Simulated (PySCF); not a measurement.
Mapped SMILES: `[PH2:1][SiH2:2][CH:3]1[CH2:4][CH2:5][CH2:6]1`; H(Xn) means a hydrogen on atom n. Ha(C4), Ha(C5), Ha(C6) are cis to Si2 on the ring; Hb(C4), Hb(C5), Hb(C6) are trans to Si2 on the ring.

PySCF 2.14 calculation with geometry: PBE0-D3(BJ)/def2-SVP and B3LYP/pcSseg-1 with gauge-including orbitals; fast rotation and ring inversion assumed for equivalent nuclei, no relativistic terms, gas phase, one computed conformer.

Referencing at the same level of theory: TMS for 13C (σref 179.24), 1H (σref 31.38), 29Si (σref 337.86); H3PO4 for 31P (σref 297.42).

```tsv
atoms	nucleus	count	δ (ppm)
Ha(C5)	1H	1	?
P1	31P	1	-286.4
Hb(C4)/Hb(C6)	1H	2	1.92
H(Si2)	1H	2	?
H(P1)	1H	2	1.43
C5	13C	1	26.6
C4/C6	13C	2	29.0
Ha(C4)/Ha(C6)	1H	2	1.87
H(C3)	1H	1	?
C3	13C	1	22.7
Hb(C5)	1H	1	?
Si2	29Si	1	-32.6
```

**Question.** Complete the table.

**Answer.** 
- H(Si2): 4.24 ppm, hydrogen on a silicon bonded to C, P
- Hb(C5): 2.24 ppm, hydrogen on an sp3 CH2 in a ring
- Ha(C5): 1.92 ppm, hydrogen on an sp3 CH2 in a ring; far from electronegative atoms and π systems
- H(C3): 1.89 ppm, hydrogen on an sp3 CH bonded to Si

Shifts are as computed. Against solution values, carbons near 30 ppm lie about +2 ppm off and those near 130 ppm about +6 ppm. Of 1211 compounds with measured shifts, 218 miss one by over three times the rms of a fit or turn the order of signals round; such compounds aren't used in these exercises. Experimental scales use liquid or dissolved standards, which lie at an offset from isolated H3PO4.
